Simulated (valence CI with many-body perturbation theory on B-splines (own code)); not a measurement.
Forbidden lines of Tc XI

Computed by relativistic CI+MBPT: five valence electrons over a frozen Dirac-Fock core [Ar] 3d10, radial functions for each j: 11 s, 11 p, 10 d, 8 f, 5 g, 2 h, with the one-electron correlation potential Σ1, the two-electron term Σ2, the three-electron term Σ3, Breit, model QED; selected CI, second order for the rest, scaled by the run's own slope (own B-spline code, finite nucleus).

No measured spectrum was set against this ion. As an estimate, levels hold to about 250 cm⁻¹ or 0.2 % of their energy and the worst to 1 %, as in measured heavy ions of charge 2 to 7; those with d or f electrons hold less well. Among the levels kept, up to 2700 cm⁻¹ of a level comes from second order outside the variational space, and about a tenth of that is noise between levels of different J, which matters for small intervals.

Lines 1 to 21 of 21 in falling wavelength, among levels below 877140 cm⁻¹, chosen from the decays that carry over 1 % of a level's rate. Wavelengths and rates use the calculated energies, so an error of 700 cm⁻¹ moves a line at 5409 Å by 3.8 % and its rate by three times that or more. Electric multipoles are in the length gauge, E1 and E2 with the static RPA response of the core. Weak lines are less certain than strong ones. Lines between different terms over intervals too small for the method are left out, as are lines whose strength nearly cancels. Branching is blank where the lifetime is uncertain.

Names give the largest LS component (configuration and term), which can be under half, so a name can repeat, a term be missing and a line seem to break the LS rules; names also repeat where a configuration has a term twice. Letters in brackets count levels of one name in rising energy.

```tsv
λ vac (Å)	Upper	Lower	Type	A (s⁻¹)	Branch %
9827	4s2 4p3 2D°_5/2	4s2 4p3 2D°_3/2	M1	8.22e+00	19.3
9317	4s2 4p2 4d 4F_9/2	4s2 4p2 4d 4F_7/2	M1	2.62e+01	
5409	4s2 4p2 4d 2G_9/2	4s2 4p2 4d 4D_7/2	M1	2.53e+01	3.5
5273	4s2 4p3 2P°_3/2	4s2 4p3 2P°_1/2	M1	4.37e+01	2.6
3398	4s2 4p3 2D°_3/2	4s2 4p3 4S°_3/2	M1	2.70e+02	99.9
3205	4s2 4p3 2P°_1/2	4s2 4p3 2D°_3/2	M1	7.76e+01	11.4
2525	4s2 4p3 2D°_5/2	4s2 4p3 4S°_3/2	M1	3.33e+01	78.0
2525	4s2 4p3 2D°_5/2	4s2 4p3 4S°_3/2	E2	1.14e+00	2.7
2500	4s2 4p3 2P°_3/2	4s2 4p3 2D°_5/2	M1	2.40e+02	14.3
2463	4s2 4p2 4d 2G_9/2	4s2 4p2 4d 4F_9/2	M1	2.84e+02	39.4
2232	4s2 4p2 4d 2G_9/2	4s2 4p2 4d 2F_7/2 [a]	M1	7.30e+00	1.0
1993	4s2 4p3 2P°_3/2	4s2 4p3 2D°_3/2	M1	9.89e+02	58.8
1948	4s2 4p2 4d 2G_9/2	4s2 4p2 4d 4F_7/2	M1	2.51e+02	34.8
1649	4s2 4p3 2P°_1/2	4s2 4p3 4S°_3/2	M1	5.97e+02	87.7
1256	4s2 4p3 2P°_3/2	4s2 4p3 4S°_3/2	M1	3.97e+02	23.6
944.6	4s2 4p2 4d 4F_9/2	4s 4p4 2D_5/2	E2	5.02e+00	
682.8	4s2 4p2 4d 2G_9/2	4s 4p4 2D_5/2	E2	4.08e+01	5.7
593.8	4s2 4p2 4d 4F_9/2	4s 4p4 4P_5/2	E2	8.91e+01	
478.5	4s2 4p2 4d 2G_9/2	4s 4p4 4P_5/2	E2	1.03e+02	14.3
268.3	4s2 4p2 4d 4F_9/2	4s2 4p3 2D°_5/2	M2	7.61e+01	
242.6	4s2 4p2 4d 4F_9/2	4s2 4p3 4S°_3/2	E3	3.42e+00
```
